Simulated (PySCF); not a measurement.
Computed shifts of a molecule C4H3FOS, PBE/pcSseg-1 run with PySCF, GIAO, gas phase, equivalent atoms averaged, in ppm (number of nuclei): ¹³C: 164.8 (1), 164.6 (1), 99.7 (1), 90.8 (1). ¹⁹F: -143.4 (1). ¹H: 6.31 (1), 5.65 (1), 4.16 (1). References: ¹⁷O against H2O (σ = 334.3 ppm); ¹³C against TMS (σ = 182.0 ppm); ¹⁹F against CFCl3 (σ = 133.6 ppm); ³³S against H2S (σ = 706.5 ppm); ¹H against TMS (σ = 31.49 ppm), references at their B3LYP-D3(BJ)/def2-TZVP geometries, non-relativistic. Geometry optimised at ωB97X-D3(BJ)/def2-SVP. One conformer was computed; it need not be the lowest.

Task: Which structure fits?
A) Oc1sccc1F
B) Fc1occc1S
C) Fc1ccc(S)o1
D) Oc1cc(F)cs1

Result: D, Oc1cc(F)cs1
